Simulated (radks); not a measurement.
Charge is removed step by step from the 1s level of S2+, starting from [Ne] 3s2 3p2. Calculated with a radial shooting solver on a logarithmic mesh with Libxc functionals: non-relativistic Kohn-Sham, PBE, spin-unpolarised, spherical densities, point nucleus.

| removed (e) | E - E(0) (eV) | eigenvalue (eV) | E minus straight line (eV) |
|---|---|---|---|
| 0 | 0.000 | -2424.0 | 0.000 |
| 0.25 | 611.75 | -2470.0 | -17.266 |
| 0.5 | 1235.0 | -2516.1 | -23.025 |
| 0.75 | 1869.8 | -2562.1 | -17.261 |
| 1 | 2516.1 | -2608.0 | 0.000 |

Removing the whole electron costs 2516.1 eV by Delta-SCF, against 2424.0 eV from minus the eigenvalue at the starting occupation. Slater's transition state (half an electron removed) gives 2516.1 eV. Integrating minus the eigenvalue over the occupation (Janak's theorem) gives 2516.1 eV. The mean slope of the eigenvalue, de/dn, is 184 eV per electron.
